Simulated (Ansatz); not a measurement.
Geometry optimisation, RKS PBE0-D4/def2-SVP in Ansatz.

The input (input.yaml):

```yaml
crystal:
  periodic: [false, false, false]
  atoms:
    - { symbol: C, position_ang: [-0.8251, -3.0634, 0.9202] }
    - { symbol: "N", position_ang: [0.3584, -2.6922, 0.7635] }
    - { symbol: Si, position_ang: [0.6289, -1.2184, -0.1329] }
    - { symbol: O, position_ang: [-0.055, 0.0206, 0.6644] }
    - { symbol: C, position_ang: [-0.0183, 1.2113, 0.1068] }
    - { symbol: C, position_ang: [0.068, 2.3327, -0.3556] }
    - { symbol: "N", position_ang: [0.2073, 3.6538, -0.9397] }
    - { symbol: H, position_ang: [-1.6996, -2.4308, 0.513] }
    - { symbol: H, position_ang: [-1.1161, -3.9235, 1.5032] }
    - { symbol: H, position_ang: [2.1246, -0.9731, -0.1386] }
    - { symbol: H, position_ang: [0.097, -1.3981, -1.4617] }
    - { symbol: H, position_ang: [-0.65, 4.2161, -0.8463] }
    - { symbol: H, position_ang: [0.9002, 4.2302, -0.5815] }
basis:
  gaussian: { orbitals: def2-SVP }
hamiltonian:
  xc: pbe0
  dispersion: d4
relax:
  f_tol: 0.015
  max_steps: 40
```

Launched with:

```bash
$ ansatz run input.yaml --threads 2 --pin off --max-ram 3072MiB --backend cpu --events-out ev --progress --plain --runs-dir out
```

Task: Where does it end, and by what steps?

Result: It converged. After 11 steps the energy has fallen by 0.723 eV; H8 moved furthest, 1.07 Å.

```
step  energy less start (eV)  largest force component (eV/Å)  accepted
   0                  0.0000                           3.626       yes
   1                 -0.3659                           1.462       yes
   2                 -0.4625                           1.246       yes
   3                 -0.5283                           0.893       yes
   4                 -0.6120                           0.461       yes
   5                 -0.6458                           0.492       yes
   6                 -0.6963                           0.256       yes
   7                 -0.7127                           0.182       yes
   8                 -0.7222                           0.093       yes
   9                 -0.7233                           0.033       yes
  10                 -0.7234                           0.017       yes
  11                 -0.7235                           0.015       yes
```

```xyz
13
Properties=species:S:1:pos:R:3
C -0.854 -2.976 1.106
N 0.099 -2.787 0.300
Si 0.668 -1.291 -0.353
O -0.291 -0.027 0.274
C -0.088 1.215 -0.080
C 0.060 2.380 -0.377
N 0.286 3.659 -0.759
H -1.484 -2.166 1.525
H -1.107 -3.999 1.442
H 2.078 -1.083 0.067
H 0.527 -1.316 -1.832
H -0.473 4.084 -1.284
H 0.600 4.273 -0.013
```

Whether the end is a true minimum wasn't checked by a vibrational analysis.

Time of the run: 57 s on 2 threads of Arm Neoverse V1 (shared host), peak memory 0.33 GiB.
